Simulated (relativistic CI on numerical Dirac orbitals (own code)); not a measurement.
# How well does a small relativistic CI reproduce Br I?

Calculated at this level of theory: Dirac-Coulomb-Breit CI, orbitals from a KLI potential per configuration, QED by a radiative potential, valence Slater integrals scaled by 0.85, configuration energies shifted to the measured levels that pair with them (semi-empirical) (own radial code, finite nucleus).

CI space (outside the closed core [Ar] 3d10): 4s2 4p5, 4s2 4p4 5s, 4s2 4p4 5p, 4s2 4p4 4d, 4s 4p6, 4s2 4p4 6s, 4s2 4p4 6p, 4s2 4p4 5d, 4s2 4p3 4d2, 4s2 4p4 4f, 4s2 4p4 6d, 4s2 4p4 5f, 4s2 4p4 5g, 4s2 4p4 6f. Levels of other configurations are missing.

```csv
Configuration,Term (tabulated),J,Measured (cm⁻¹),Computed,Error,Purity (%)
4s2 4p5,2P°,3/2,0.0,0,0,99
4s2 4p5,2P°,1/2,3685.2,3686,0,99
4s2 4p4 5s,4P,5/2,63436.4,63270,-166,97
4s2 4p4 5s,4P,3/2,64907.2,64826,-81,55
4s2 4p4 5s,4P,1/2,66883.9,66784,-99,95
4s2 4p4 5s,2P,1/2,68970.2,69018,48,96
4s2 4p4 5p,4P°,5/2,74672.3,74672,0,80
4s2 4p4 5p,4P°,3/2,75009.1,75017,8,66
4s2 4p4 5p,4D° †,7/2,75521.5,75405,-117,97
4s2 4p4 5p,4D° †,5/2,75697.1,78435,2738,61
4s2 4p4 5s,2D,5/2,75890.3,76438,548,96
4s2 4p4 5s,2D,3/2,75908.5,76481,572,94
4s2 4p4 5p,4D° †,3/2,76743.1,78639,1896,69
4s2 4p4 5p,2D°,5/2,78511.6,75633,-2879,74
4s2 4p4 5p,4D° †,1/2,78865.7,78811,-55,91
4s2 4p4 5p,2F°,5/2,87061.2,87705,643,96
4s2 4p4 5p,2F°,7/2,87225.2,87829,604,97
4s2 4p4 5p,2P°,3/2,87259.3,87938,679,58
4s2 4p4 5p,2D°,3/2,88438.8,88809,370,65
4s2 4p4 5p,2D°,5/2,88483.4,88939,456,87
4s2 4p4 5s,2S,1/2,91937.9,93755,1817,77
```

Measured levels from NIST Handbook of Basic Atomic Spectroscopic Data (Sansonetti and Martin, J. Phys. Chem. Ref. Data 34, 1559 (2005)); pairs were made by configuration, J and term (by order where the table uses no LS term), so strongly mixed levels may be paired wrongly.

Mean error by configuration (cm⁻¹): 4s2 4p5 0; 4s2 4p4 5s 377; 4s2 4p4 5p -15. Over the excited levels the mean absolute error is 561 cm⁻¹ (20 of the 28 excited levels that our extract of the source holds in range could be paired, and the others can miss by more), and the median relative error of those above 1,000 cm⁻¹ is 0.47 %, both after the shifts were fitted to these levels, so that a configuration with one level shows no error. † marks terms whose computed intervals miss the measured ones by more than a factor of 2.5, or configurations far off the rest, from wrong mixing, a near crossing or a doubtful label or measurement; they are left out of the means.

Transition probabilities of persistent lines. The last column rescales the computed rate by the cube of measured over computed energy:

```tsv
λ measured (Å)	Lower	Upper	A tabulated (s⁻¹)	A computed	A rescaled
1540.65 vacuum	4s2 4p5 2P°_3/2	4s2 4p4 5s 4P_3/2	2.20e+08	2.74e+08	2.75e+08
1633.40 vacuum	4s2 4p5 2P°_1/2	4s2 4p4 5s 4P_3/2	2.30e+07	2.15e+07	2.16e+07
7348.51 air	4s2 4p4 5s 4P_3/2	4s2 4p4 5p 2D°_5/2	1.20e+07	3.00e+07	5.99e+07
7512.96 air	4s2 4p4 5s 4P_5/2	4s2 4p4 5p 4D°_3/2	1.20e+07	5.80e+05	3.77e+05
7938.68 air	4s2 4p4 5s 2D_5/2	4s2 4p4 5p 2D°_5/2	1.90e+07	3.39e+07	3.47e+07
8343.70 air	4s2 4p4 5s 4P_1/2	4s2 4p4 5p 4D°_1/2	2.20e+07	3.91e+07	3.86e+07
8446.55 air	4s2 4p4 5s 4P_3/2	4s2 4p4 5p 4D°_3/2	1.20e+07	6.93e+05	4.36e+05
```

Configurations whose levels could be paired with our table of measured levels were shifted onto them, all but the ground configuration, by the median error of their levels; single terms can still be off by 1,000 to 2,000 cm⁻¹ or more, and rates follow the energies as ν³ (E1, M1) or ν⁵ (E2). The others borrow a shift and can be off by several thousand cm⁻¹ or more. The fine structure of a lone outer electron comes out too small, for d and f at times inverted, and misplaced configurations move strength between like terms. 20 of the 28 excited levels that our extract of the measured tables holds in this range could be paired (the sources list more); they are missed by 689 cm⁻¹ on average and 2879 at most, after the shifts were fitted to these levels, and levels without a partner can miss by more.

Shifts applied (cm⁻¹): 4s2 4p5 0; 4s2 4p4 5s -1813; 4s2 4p4 5p -678.
